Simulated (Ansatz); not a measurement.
Geometry optimisation, Ansatz, RKS PBE/def2-SVP.

The input (input.yaml):

```yaml
crystal:
  periodic: [false, false, false]
  atoms:
    - { symbol: Ge, position_ang: [0.0, 0.0, 0.0] }
    - { symbol: H, position_ang: [0.0, 0.0, 1.9] }
    - { symbol: F, position_ang: [1.5842, 0.0, -0.5594] }
    - { symbol: F, position_ang: [-0.7913, 1.3709, -0.5594] }
    - { symbol: H, position_ang: [-0.73, -1.2648, -0.5162] }
    - { symbol: Si, position_ang: [-2.4768, 0.0079, 0.823] }
    - { symbol: H, position_ang: [-3.2675, -0.9008, -0.0021] }
    - { symbol: H, position_ang: [-2.5293, -0.4296, 2.2149] }
    - { symbol: H, position_ang: [-3.0212, 1.3585, 0.7172] }
    - { symbol: H, position_ang: [-0.97, 0.0031, 1.9684] }
basis:
  gaussian: { orbitals: def2-SVP }
hamiltonian:
  xc: pbe
relax:
  f_tol: 0.15
  max_steps: 25
  restrain:
    - { distance: [0, 5], at: 2.31, k: 30.0 }
    - { distance: [9, 1], at: 0.66, k: 30.0 }
    - { distance: [0, 1], at: 2.75, k: 30.0 }
    - { distance: [9, 5], at: 2.66, k: 30.0 }
```

Run as:

```bash
$ ansatz run input.yaml --threads 4 --pin off --max-ram 5120MiB --backend cpu --events-out ev --progress --plain --runs-dir out
```

Problem. Where does it end, and by what steps?

Solution. The run converged. The restraints hold the end off the free minimum. After 12 steps the energy has fallen by 4.745 eV (the restraints' own energy left out); F3 moved furthest, 1.12 Å. Joined: H2–H10 (0.97 → 0.72 Å).

```json
{"step": "0", "energy less start (eV)": "0.0000", "largest force component (eV/Å)": "3.446", "accepted": "yes"}
{"step": "1", "energy less start (eV)": "-0.4645", "largest force component (eV/Å)": "3.631", "accepted": "yes"}
{"step": "2", "energy less start (eV)": "-1.0535", "largest force component (eV/Å)": "5.316", "accepted": "yes"}
{"step": "3", "energy less start (eV)": "-2.3588", "largest force component (eV/Å)": "5.073", "accepted": "yes"}
{"step": "4", "energy less start (eV)": "-3.4486", "largest force component (eV/Å)": "3.361", "accepted": "yes"}
{"step": "5", "energy less start (eV)": "-3.9394", "largest force component (eV/Å)": "1.781", "accepted": "yes"}
{"step": "6", "energy less start (eV)": "-4.2427", "largest force component (eV/Å)": "1.254", "accepted": "yes"}
{"step": "7", "energy less start (eV)": "-4.4175", "largest force component (eV/Å)": "1.493", "accepted": "yes"}
{"step": "8", "energy less start (eV)": "-4.5977", "largest force component (eV/Å)": "1.145", "accepted": "yes"}
{"step": "9", "energy less start (eV)": "-4.6483", "largest force component (eV/Å)": "1.335", "accepted": "yes"}
{"step": "10", "energy less start (eV)": "-4.7039", "largest force component (eV/Å)": "1.368", "accepted": "yes"}
{"step": "11", "energy less start (eV)": "-4.7416", "largest force component (eV/Å)": "1.305", "accepted": "yes"}
{"step": "12", "energy less start (eV)": "-4.7446", "largest force component (eV/Å)": "1.474", "accepted": "yes"}
```

```xyz
10
Properties=species:S:1:pos:R:3
Ge -0.543 -0.229 -0.477
H -0.074 0.402 2.166
F 0.975 0.033 0.384
F -0.640 1.154 -1.562
H -0.280 -1.473 -1.368
Si -2.444 -0.067 0.868
H -3.585 -0.363 -0.069
H -2.433 -1.101 1.955
H -2.608 1.324 1.400
H -0.570 0.464 2.688
```

The run took 16 s on 4 threads of Arm Neoverse V1, on a shared host, peak memory 0.16 GiB.
